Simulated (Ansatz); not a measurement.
Born–Oppenheimer molecular dynamics of ClH3Sn (5 atoms, charge 0, multiplicity 1). It starts from a relaxed structure.

Level of theory: RKS PBE-D4/def2-SVP in Ansatz 0.2.0.

```json
{"ensemble": "NVE (velocity Verlet)", "time step": "1 fs", "steps asked": "500", "starting velocities drawn for": "700 K", "seed": "393027"}
```

First frame:

```xyz
5
Properties=species:S:1:pos:R:3
Sn 0.000 0.000 -0.050
Cl 0.000 0.000 2.327
H 1.654 0.000 -0.535
H -0.826 1.432 -0.535
H -0.826 -1.432 -0.535
```

Problem. What does the run give?

Solution. All steps were run.

```
steps done                                               : 500
time covered                                             : 500 fs
mean temperature over the second half                    : 350 K
spread of the potential energy over the second half      : 13.8 meV per atom
mean potential energy of the second half above the start : 27.8 meV per atom
```

The conserved energy stayed within 1.5 meV per atom of its start (net change 0.87 meV per atom), so the integration is sound. Over the second half the temperature averaged 0.50 of the 700 K drawn at the start: a run that starts near a minimum puts about half its kinetic energy into the potential. A run of 0.5 ps of so small a system gives no equilibrium averages.

Problem. What happens to the structure?

Solution. The same pairs are bonded in the first frame and the last. Pairs count as bonded within 1.25 times the sum of covalent radii (0.12 Å more for H–H). This is one draw of velocities; another would differ in detail.

Problem. How do temperature and energy run in time?

Solution. 
| time (fs) | T (K) | potential energy less start (eV) | conserved less start (meV/atom) |
| --- | --- | --- | --- |
| 0 | 700 | 0.000 | 0.00 |
| 25 | 582 | 0.046 | 0.06 |
| 50 | 133 | 0.225 | 1.10 |
| 75 | 322 | 0.151 | 0.90 |
| 100 | 543 | 0.063 | 0.46 |
| 125 | 480 | 0.088 | 0.47 |
| 150 | 280 | 0.168 | 0.96 |
| 175 | 182 | 0.207 | 1.10 |
| 200 | 560 | 0.054 | 0.07 |
| 225 | 602 | 0.038 | 0.02 |
| 250 | 267 | 0.173 | 0.94 |
| 275 | 185 | 0.206 | 1.31 |
| 300 | 323 | 0.150 | 0.76 |
| 325 | 588 | 0.045 | 0.24 |
| 350 | 428 | 0.108 | 0.48 |
| 375 | 91 | 0.242 | 1.12 |
| 400 | 438 | 0.103 | 0.27 |
| 425 | 616 | 0.033 | 0.16 |
| 450 | 288 | 0.164 | 0.83 |
| 475 | 94 | 0.242 | 1.40 |
| 500 | 299 | 0.160 | 0.87 |

Run time: 10 min on 1 thread of Arm Neoverse V1, on a shared host, peak memory 0.099 GiB.
